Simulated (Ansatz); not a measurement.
CH$_{6}$O$_{2}$SSi (`CS[SiH](O)O`). The species carries charge 0 and has multiplicity 1.

```xyz
11

C     1.044   -1.540   -0.588
S    -0.689   -0.994   -0.611
Si   -0.484    0.782    0.536
O    -2.001    1.313    0.855
O     0.335    1.978   -0.214
H     1.071   -2.531   -1.040
H     1.672   -0.865   -1.167
H     1.418   -1.609    0.434
H     0.322    0.500    1.744
H    -2.660    0.658    1.088
H    -0.029    2.308   -1.038
```

Problem. Give the diagnostics of a CCSD(T)/def2-TZVPP run (frozen core, Ansatz 0.2.0). (Best estimate.)

Solution. The calculation gave: T1 = 0.0113, largest single amplitude 0.013, largest double 0.020, (T) share of the correlation energy 3.7 %, 9 CCSD cycles. The RHF solution is stable towards an unrestricted one. T1 lies under the customary mark of 0.02 for closed shells.
